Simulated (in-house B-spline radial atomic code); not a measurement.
A fraction x of an electron is removed from 4f in Ho²⁺, starting from [Xe] 4f11 and keeping the highest spin. Computed with a radial B-spline atomic code at the basis-set limit: scalar-relativistic (X2C) Hartree-Fock with fractional occupations, spin-polarised, spherical fractional occupations, Fermi nucleus of rms radius 5.2022 fm.

Caution: exact exchange at fractional occupations of open shells leaves self-interaction of up to several eV.

```tsv
x	E(x) - E(0) (eV)	4f down level (eV)
0	0.0000	-13.429
0.09	1.2580	-14.531
0.23	3.4148	-16.290
0.28	4.2453	-16.931
0.46	7.5041	-19.291
0.5	8.2865	-19.826
0.53	8.8873	-20.229
0.64	11.1946	-21.726
0.85	16.0630	-24.655
0.97	19.1241	-26.369
1	19.9217	-26.802
```

The exact functional would give a straight line between the two integer points. Deviations E(x) - E(0) - x[E(1) - E(0)], in eV: -0.535 at x = 0.09, -1.167 at x = 0.23, -1.333 at x = 0.28, -1.66 at x = 0.46, -1.674 at x = 0.5, -1.671 at x = 0.53, -1.555 at x = 0.64, -0.87 at x = 0.85, -0.2 at x = 0.97.

The curve lies below the straight line by up to 1.674 eV (at x = 0.5): with spherically averaged exact exchange in an open shell, this holds the self-interaction named above.

Problem. How well does Slater's transition state (minus the level at half occupation) give the ionisation energy?

Solution. It gives 19.826 eV against 19.922 eV from the two total energies; NIST lists 22.79 eV, ground level to ground level. The end point has an open shell averaged over its orbitals, so its exact exchange keeps a self-interaction and this is no true integer point.
